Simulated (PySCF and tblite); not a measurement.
Values are calculated unless marked as measured or tabulated.
System: C7H13 (charge +1), numbered as in [CH+:1]1[CH2:2][CH2:3][CH2:4][CH2:5][CH2:6][CH2:7]1.

Motion: shift of H on C2 from C2 to C1. GFN2-xTB gives an electronic barrier of 10.2 kcal/mol.

The ion is treated without a counter-ion.

(1) What does PBE0/pcSseg-1 + D3(BJ), IEF-PCM chloroform give on PBE0-D3(BJ)/def2-SVP geometries?

(2) And the level of the geometries itself, PBE0-D3(BJ)/def2-SVP?

Programs: tblite and PySCF.

Answers

(1) A barrier of 4.4 kcal/mol, 5.7 below the tight-binding barrier (from unrounded values) and, with GFN2-xTB thermal terms, ΔG‡(298 K) = 3.1 kcal/mol and k = 3.6×10¹⁰ s⁻¹ (1 equivalent path).

(2) 5.5 kcal/mol.
